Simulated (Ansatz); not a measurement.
HSi, SMILES `[SiH+]` (lower singlet) (charge 1, multiplicity 1). This singlet lies 2.27 eV below the relaxed triplet at the level composite: frozen-core CCSD(T) with HF/cc-pV5Z and the correlation energy extrapolated as X^-3 from cc-pVQZ and cc-pV5Z, plus full CI minus CCSD(T) in cc-pVDZ // B3LYP-D3(BJ)/def2-TZVP (Ansatz, a program for electronic structure).

All values below come from frozen-core CCSDT(Q)/cc-pVDZ // B3LYP-D3(BJ)/def2-TZVP run with Ansatz.

Ansatz 0.2 input:
```yaml
crystal:
  periodic: [false, false, false]
  atoms:
    - { symbol: Si, position_ang: [0.75746, -0.000004, -0.000003] }
    - { symbol: H, position_ang: [-0.75746, 0.000004, 0.000003] }
basis:
  gaussian: { orbitals: cc-pVDZ }
correlation:
  method: ccsdt_q
total_charge: 1
```

Output:

```
Functional definition: HF
402 factors; integrals over basis functions are off by at most 9.9e-8 eV
mean field evaluation 1: about -7868.0179 eV, gradient 7.1e0 eV
mean field evaluation 2: about -7868.0183 eV, gradient 7.1e0 eV
mean field evaluation 4: about -7868.2937 eV, gradient 3.1e-1 eV
mean field evaluation 8: about -7868.2943 eV, gradient 7.2e-5 eV
mean field evaluation 16: about -7868.2943 eV, gradient 1.9e-6 eV
mean field -7868.29426586 eV, -289.1544809488 hartree, gradient 1.9e-6 eV, S^2 0.000000; 0 other end points of the search recorded, 0 dependent functions left out; unrestricted orbitals would lower it
5 core orbitals not correlated
reference -7868.29426586 eV, -289.1544809488 hartree; 2, 2 occupied and 16, 16 virtual orbitals, 402 factors
second order -1.57498075 eV of doubles, -0.00000000 eV of singles
cycle   1  -1.99400598 eV  change   -4.2e-1 eV  update   6.4e-2
cycle   2  -2.25507259 eV  change   -2.6e-1 eV  update   3.0e-2
cycle   3  -2.26503348 eV  change   -1.0e-2 eV  update   6.3e-3
cycle   4  -2.26645705 eV  change   -1.4e-3 eV  update   1.5e-3
cycle   5  -2.26552574 eV  change    9.3e-4 eV  update   5.3e-4
cycle   6  -2.26534239 eV  change    1.8e-4 eV  update   2.1e-4
cycle   7  -2.26549292 eV  change   -1.5e-4 eV  update   7.3e-5
cycle   8  -2.26545528 eV  change    3.8e-5 eV  update   1.7e-5
cycle   9  -2.26544624 eV  change    9.0e-6 eV  update   4.8e-6
cycle  10  -2.26544938 eV  change   -3.1e-6 eV  update   1.0e-6
cycle  11  -2.26544947 eV  change   -8.5e-8 eV  update   3.0e-7
perturbative correction -0.00096237 eV, -0.0000353664 hartree
Total energy: -7870.56067769 eV, -289.2377700476 hartree
```
